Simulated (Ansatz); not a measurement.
H₃HfO₃, charge +1, singlet, at the geometry of the source list (the multiplicity is a formal guess) (core potentials on Hf). Base run: Ansatz (a first-principles code) with HF/def2-SVP.

Ansatz was given this input:
Ansatz 0.2 input:
```yaml
crystal:
  periodic: [false, false, false]
  atoms:
    - {symbol: Hf, position_ang: [0.06950000, -0.09380000, 0.10170000]}
    - {symbol: O, position_ang: [1.58570000, -0.12080000, -0.95190000]}
    - {symbol: H, position_ang: [2.48530000, -0.43640000, -1.10610000]}
    - {symbol: O, position_ang: [-0.39430000, -0.92940000, 1.68410000]}
    - {symbol: H, position_ang: [-1.19450000, -0.91180000, 2.22730000]}
    - {symbol: O, position_ang: [-1.28610000, 0.98250000, -0.57020000]}
    - {symbol: H, position_ang: [-1.26560000, 1.50980000, -1.38500000]}
basis:
  gaussian:
    orbitals: def2-SVP
hamiltonian:
  xc: hf
total_charge: 1
```

The base run was repeated with changes; each row names its change, and settings that it needs were set with it.

| change | basis functions | E (Eh) |
|---|---|---|
| base | 89 | -273.55118 |
| basis = jorge-DZP-DKH; relativity = spin-free X2C; nucleus = Gaussian | 120 | -15287.71371 |
| basis = x2c-TZVPall; relativity = none | 192 | -14143.66592 |
| basis = ANO-RCC-VDZP; relativity = spin-free X2C; nucleus = Gaussian | 125 | -15299.48285 |
| basis = ANO-RCC-VDZP; relativity = none | 125 | -12993.74762 |
| basis = x2c-TZVPall; relativity = spin-free X2C | 192 | -15301.66746 |
| basis = jorge-DZP-DKH; relativity = spin-free X2C | 120 | -15289.10182 |
| basis = x2c-TZVPall; relativity = spin-free X2C; nucleus = Gaussian | 192 | -15300.06224 |
| basis = ANO-RCC-VDZP; relativity = spin-free X2C | 125 | -15301.36393 |
| basis = jorge-DZP-DKH; relativity = none | 120 | -14281.91182 |

Total energies compare only within one method and basis.

Ansatz warned in this series: the basis is contracted for relativity, which the run leaves out.

Basis sets contracted for a relativistic Hamiltonian are a mismatch without it, so the rows without relativity aren't non-relativistic limits. No row has spin-orbit coupling; sets with core potentials leave out the core electrons.
